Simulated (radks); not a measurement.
Initial-state core-level shifts of the samarium ion Sm3+ when its valence configuration changes from [Xe] 4f5. Method: scalar-relativistic Kohn-Sham, r2SCAN, spin-polarised, spherical densities, finite nucleus; open shells are filled with parallel spins first (spin-orbit coupling, left out, can overturn this in heavy ions); meta-GGA in the generalised Kohn-Sham scheme; Fermi nuclear charge, rms radius 5.0819 fm; computed with a radial shooting solver on a logarithmic mesh with Libxc functionals. Shifts are changes of the shell-averaged eigenvalues in eV (positive: less bound); the change of the density at the nucleus, which sets a Mossbauer isomer shift, is in e/bohr^3, on a base of 5.565e+05.

\begin{tabular}{lrrrrr}
valence & 2p & 3d & 5s & 5p & density at nucleus \\ \hline
4f4 6s1 & -12.173 & -13.300 & -7.003 & -5.986 & +89.17 \\
4f3 6s2 & -25.736 & -28.156 & -14.374 & -12.304 & +193.23 \\
4f3 6p2 & -27.628 & -30.066 & -16.143 & -13.983 & +83.97 \\
4f3 5d2 & -18.148 & -20.718 & -7.865 & -6.357 & +65.30 \\
4f3.5 6p1.5 & -20.311 & -22.072 & -12.104 & -10.491 & +61.02 \\
4f1.5 5d2 6p1.5 & -41.099 & -45.947 & -20.176 & -17.057 & +136.92 \\
4f2 5d3 & -28.256 & -32.361 & -11.741 & -9.458 & +103.07 \\
4f1.5 5d3 6p0.5 & -36.072 & -40.977 & -15.876 & -13.063 & +127.39 \\
4f0.5 5d3 6s1 6p0.5 & -51.322 & -57.913 & -23.120 & -19.278 & +244.65 \\
\end{tabular}
